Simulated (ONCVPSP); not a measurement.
## Ranking ONCV potentials for hydrogen (H)

All share these settings but for the change named:

hydrogen (H), optimised norm-conserving Vanderbilt (ONCV), made with ONCVPSP 4.0.1 (PBE, non-relativistic). Core none, reference 1s1. Waves: 1s: rc 0.90 bohr, ncon 4, nbas 8, qcut 7.3 1/bohr, 2 projectors, debl 3.4 Ha; p scattering state at 0.26 Ha: rc 0.75 bohr, ncon 4, nbas 8, qcut 12.6 1/bohr, 2 projectors, debl 1.3 Ha. Local part: polynomial inside 0.60 bohr (lpopt 5, dvloc0 0 Ha). Core correction: none.

Cutoff: the first of the cutoffs (Ha) at which the residual kinetic energy of the hardest occupied pseudo-wave falls to 1 and 0.1 mHa per electron; the density cutoff is not measured.

The base gives 19 Ha.

Of 8 variants that were run, those that failed, showed a ghost or another fault, or gave nearly equal values are left out.

A variant can come out equal or close to the base.

**Question.** Rank these variants from softest to hardest (loose cutoff).
A. s: qcut 7.2
B. s: qcut 10.1
C. s: qcut 4.5

**Answer.** A (19 Ha), B (23 Ha), C (38 Ha).
